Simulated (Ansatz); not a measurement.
Relaxation of F$_{4}$GeH$_{2}$ (7 atoms, charge 0, multiplicity 1), to a largest force component of 0.03 eV/Å in at most 50 steps.

Computed with RKS PBE/def2-mTZVP (Ansatz 0.2.0).

```xyz
7
Properties=species:S:1:pos:R:3:forces:R:3
Ge 0.211 0.000 -0.015 0.14 0.00 -0.75
F 0.251 0.000 1.687 0.32 0.00 0.69
F 1.837 0.000 -0.589 -0.02 0.00 0.00
F -0.578 1.410 -0.611 0.01 0.01 0.00
F -0.578 -1.410 -0.611 0.01 -0.01 0.00
H -2.337 0.000 1.031 -1.17 0.00 -1.14
H -1.876 0.000 1.573 0.70 0.00 1.20
```

Question: Where does it end, and by what steps?

Answer: It converged. The force dipped under the threshold on the way, but the program's further checks kept it going. After 7 steps the energy has fallen by 0.160 eV; H7 moved furthest, 0.68 Å.

```json
{"step": "0", "energy less start (eV)": "0.0000", "largest force component (eV/Å)": "1.198", "accepted": "yes"}
{"step": "1", "energy less start (eV)": "-0.1187", "largest force component (eV/Å)": "0.343", "accepted": "yes"}
{"step": "2", "energy less start (eV)": "-0.1480", "largest force component (eV/Å)": "0.102", "accepted": "yes"}
{"step": "3", "energy less start (eV)": "-0.1570", "largest force component (eV/Å)": "0.057", "accepted": "yes"}
{"step": "4", "energy less start (eV)": "-0.1591", "largest force component (eV/Å)": "0.023", "accepted": "yes"}
{"step": "5", "energy less start (eV)": "-0.1595", "largest force component (eV/Å)": "0.037", "accepted": "yes"}
{"step": "6", "energy less start (eV)": "-0.1595", "largest force component (eV/Å)": "0.035", "accepted": "yes"}
{"step": "7", "energy less start (eV)": "-0.1596", "largest force component (eV/Å)": "0.009", "accepted": "yes"}
```

```xyz
7
Properties=species:S:1:pos:R:3
Ge 0.466 0.000 -0.123
F 0.570 0.000 1.596
F 2.055 0.000 -0.787
F -0.374 1.406 -0.653
F -0.374 -1.406 -0.653
H -2.915 0.000 1.230
H -2.496 0.000 1.853
```

Run time: 10 s on 4 threads of Intel(R) Xeon(R) Platinum 8375C CPU @ 2.90GHz (Ice Lake), on a shared host, peak memory 0.17 GiB.
